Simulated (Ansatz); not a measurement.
[GeF3]- (GeF3⁻). Charge -1, multiplicity 1. Geometry relaxed at r2SCAN-D4/def2-TZVPD.

Cartesian coordinates in Å:
```
Ge -0.024 0.195 0.688
F -1.428 0.468 -0.431
F 0.235 -1.534 0.195
F 1.218 0.871 -0.452
```

(1) Estimate the harmonic wavenumbers at RKS r2SCAN-D4/def2-TZVPD (Ansatz, unscaled). Is this a minimum?

## Answers

(1) 213, 213, 279, 538, 538, 583 cm⁻¹. Yes, no mode is imaginary beyond noise. Zero-point energy 14.1 kJ/mol. It took 18 s on 4 threads of Arm Neoverse V2 on a shared host.
